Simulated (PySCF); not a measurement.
Molecular orbitals of SnP⁻

CAM-B3LYP at R = 2.266 Å; basis Sn def2-SVPD with ECP28, P def2-SVPD; scalar-relativistic core potentials; PySCF 2.14. State: ¹Σ⁺ (singlet), closed shell. Only the outer orbitals are listed, counted within each symmetry, core potentials removing the inner ones.

| orbital | occ. | ε (eV) | on Sn (%) | main shells (%) |
| --- | --- | --- | --- | --- |
| 7σ | 2 | -11.68 | 28 | 70 P s, 24 Sn s |
| 8σ | 2 | -6.68 | 66 | 63 Sn s, 23 P s, 11 P p |
| 9σ | 2 | -1.93 | 52 | 45 Sn p, 41 P p |
| 4π | 2 | -1.64 | 45 | 56 P p, 40 Sn p |
| 4π | 2 | -1.64 | 45 | 56 P p, 40 Sn p |
| 5π | 0 | 4.19 | 70 | 51 Sn p, 25 P p, 19 Sn d |
| 5π | 0 | 4.19 | 70 | 51 Sn p, 25 P p, 19 Sn d |

Question: Which are the highest filled and the lowest empty level, where do they sit, and how wide is the gap?

Answer: Highest filled 4π at -1.64 eV (in %: 56 P p, 40 Sn p); lowest empty 5π at 4.19 eV (in %: 51 Sn p, 25 P p, 19 Sn d); the gap at CAM-B3LYP is 5.83 eV. An empty level above zero is unbound, and its energy depends on the basis.

The bond order (Mayer) is 2.91, the ⟨S²⟩ is 0.000 and the charge on Sn (Mulliken, basis-dependent) is -0.70. The charge on Sn (Löwdin, basis-dependent) is -0.66, the dipole moment (positive dipole points towards P; it is taken about the centre of mass and depends on that origin) is -4.22 D and the polarisability along the bond is 144.5 bohr³. The polarisability across the bond is 80.0 bohr³.

Spin–orbit coupling is left out.
